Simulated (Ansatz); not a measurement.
Cost and result up the ladder for the cluster Ag₂Cl (3 atoms). Charge 0, multiplicity 2. Geometry: PBE-D4/def2-TZVP.

```xyz
3

Ag    0.281    0.009   -2.402
Ag   -0.261   -0.001    2.404
Cl   -0.020   -0.009   -0.002
```

Ansatz on 4 threads of Arm Neoverse V1 on a shared host. Times are rough, and most runs start from the orbitals of an earlier one. r2SCAN0-D4/def2-TZVP serves as the yardstick here, not as an exact answer. Binding counts from free atoms at the same level (Ag doublet, Cl doublet; other spins of the atoms weren't run), without zero-point energy or a counterpoise term.

In the def2 sets Ag takes a core potential; there is no spin–orbit coupling. Correlated methods freeze 5 core orbitals; core or outer-core shells of Ag are correlated, in sets that lack core-valence functions. In CCSD on the charge 0 doublet the largest single amplitude is 0.34, so its Hartree–Fock determinant may place the open shell otherwise than the density functionals do. No other spin state of charge 0 was run. Another isomer (doublet) lies 0.39 eV lower at PBE0-D4/def2-TZVP; other spin states weren't run for this one.

Correlated methods converge slowly with the basis.

```
                         level  functions  wall time
PBE-D4/def2-TZVP (with forces)        117      1.7 s
             PBE0-D4/def2-TZVP        117      1.8 s
            PBE-QIDH/def2-TZVP        117      3.1 s
           r2SCAN-D4/def2-TZVP        117      4.3 s
          r2SCAN0-D4/def2-TZVP        117      4.6 s
             CCSD(T)/def2-TZVP        117       36 s
```

Question: Estimate what each level gives for the binding energy per atom (eV).

Answer: 
```tsv
level	binding energy per atom (eV)	difference from r2SCAN0-D4/def2-TZVP (eV)
PBE-D4/def2-TZVP (with forces)	1.30	0.11
PBE0-D4/def2-TZVP	1.21	0.01
PBE-QIDH/def2-TZVP	1.16	-0.04
r2SCAN-D4/def2-TZVP	1.29	0.10
r2SCAN0-D4/def2-TZVP	1.19	0.00
CCSD(T)/def2-TZVP	1.10	-0.09
```
